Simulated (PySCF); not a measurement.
Gas-phase reaction: GaH(CH3)2 + C4H6 (butadiene) ⇌ Ga(CH3)3 + C3H4 (propyne)

Computed with PySCF and rigid-rotor harmonic-oscillator thermochemistry at 1 bar. † marks an energy on the PBE0/def2-TZVP geometry and frequencies. MP2 freezes the core. All species are closed-shell singlets. Ga: all electrons, no relativistic terms. GaH(CH3)2: computed as isolated molecules; such fragments, hydroxides, amides, oligomers or adducts are transient or little studied in the gas. MP2 isn't extrapolated to the basis-set limit.

MP2/def2-SVP† gives ΔH°(298 K) = 17 kJ.

Question: What do ωB97M-V/def2-TZVP†, ωB97X-V/def2-TZVP†, HF/def2-TZVP† give?

Answer: ωB97M-V/def2-TZVP†: 22 kJ; ωB97X-V/def2-TZVP†: 23 kJ; HF/def2-TZVP†: 33 kJ. For scale, ΔH°(298 K) is 17 kJ at this level, 22 kJ at ωB97M-V/def2-TZVP†, and runs from 5 to 43 kJ over the 18 levels computed.
